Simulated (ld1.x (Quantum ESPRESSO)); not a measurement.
## Ranking TM potentials for Bi (Z = 83)

All share these settings but for the change named:

| Property | Result |
| --- | --- |
| Element | Bi |
| Generator | ld1.x (Quantum ESPRESSO) 7.5 |
| Type | norm-conserving Troullier–Martins (Kleinman–Bylander form) |
| Functional | PBE |
| Relativity | scalar-relativistic |
| Frozen core | [Xe] 4f14 |
| Valence charge | 15 |
| Reference configuration | 5d10 6s2 6p2.5 (charge +0.5) |
| Partial waves | 6s (bound): rc 1.95 bohr; 6p (bound): rc 2.60 bohr; 5d (bound): rc 1.05 bohr |
| Local potential | all-electron potential smoothed inside 2.60 bohr (lloc = -1) |
| Core correction | a·sin(br)/r model core, default radius (core density twice the valence density) |

Test errors are all-electron minus pseudo excitation energies from the reference, over 5d10 6s2 6p3; 5d10 6s2 6p2; 5d10 6s2 6p1; 5d10 6s2 6p3.3; 5d10 6s1 6p0; 5d10 6s2 6p0; 5d10 6s1 6p4. None of these files shows a bound ghost.

The base gives 83.4 meV.

Of 8 variants that were run, those that failed, showed a ghost or another fault, or gave nearly equal values are left out.

Question: Rank these variants by their largest absolute test error, smallest first.
A. all radii but the core radius scaled by about 1.10 (s 2.14, p 2.84, d 1.16 bohr); local potential all-electron potential smoothed inside 2.84 bohr (lloc = -1)
B. all radii but the core radius scaled by about 1.33 (s 2.60, p 3.46, d 1.40 bohr); local potential all-electron potential smoothed inside 3.46 bohr (lloc = -1)
C. all radii but the core radius scaled by about 1.25 (s 2.44, p 3.26, d 1.32 bohr); local potential all-electron potential smoothed inside 3.26 bohr (lloc = -1)
D. all radii but the core radius scaled by about 1.19 (s 2.32, p 3.08, d 1.24 bohr); local potential all-electron potential smoothed inside 3.08 bohr (lloc = -1)
E. all radii but the core radius scaled by about 0.88 (s 1.72, p 2.28, d 0.92 bohr); local potential all-electron potential smoothed inside 2.28 bohr (lloc = -1)

Answer: E (52.3 meV), A (138.0 meV), D (215.3 meV), C (292.1 meV), B (405.3 meV).
